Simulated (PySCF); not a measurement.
# Exercise with solution: dipole moment from atomic charges

(E)-1-bromo-2-fluoroprop-1-ene (C3H4BrF), SMILES C/C(F)=C\Br. Atoms are numbered in the order given.

```xyz
9

C     -1.3744    -1.6821     0.0000
C      0.0929    -1.4446     0.0000
F      0.8086    -2.5877     0.0000
C      0.7793    -0.2977     0.0000
Br    -0.0253     1.4117     0.0000
H     -1.6587    -2.2706     0.8880
H     -1.9301    -0.7372     0.0000
H     -1.6587    -2.2706    -0.8880
H      1.8692    -0.2934     0.0000
```

Geometry optimised at B3LYP-D3(BJ)/def2-SVP.

Charges (e) from PBE/def2-TZVP (PySCF):

```json
[
 {"atom": "C1", "ESP fit": "-0.549", "IAO": "-0.459"},
 {"atom": "C2", "ESP fit": "0.497", "IAO": "0.290"},
 {"atom": "F3", "ESP fit": "-0.205", "IAO": "-0.255"},
 {"atom": "C4", "ESP fit": "-0.502", "IAO": "-0.305"},
 {"atom": "Br5", "ESP fit": "-0.005", "IAO": "0.034"},
 {"atom": "H6", "ESP fit": "0.174", "IAO": "0.170"},
 {"atom": "H7", "ESP fit": "0.160", "IAO": "0.172"},
 {"atom": "H8", "ESP fit": "0.174", "IAO": "0.170"},
 {"atom": "H9", "ESP fit": "0.255", "IAO": "0.182"}
]
```

The dipole moment of the full density is 0.96 D.

Q: What dipole moment does each set of point charges give, and which comes closer to that of the density?

A: 
μ = Σ q r, and 1 e Å = 4.8032 D.
ESP fit: Σ q r = (-0.166, -0.105, 0.000) e Å, |μ| = 0.94 D.
IAO: Σ q r = (-0.343, 0.200, 0.000) e Å, |μ| = 1.90 D.
ESP fit comes closer in size. Point charges leave out the atoms' own dipoles (lone pairs, polarised bonds); fits to the potential absorb them, partitions of the density don't.
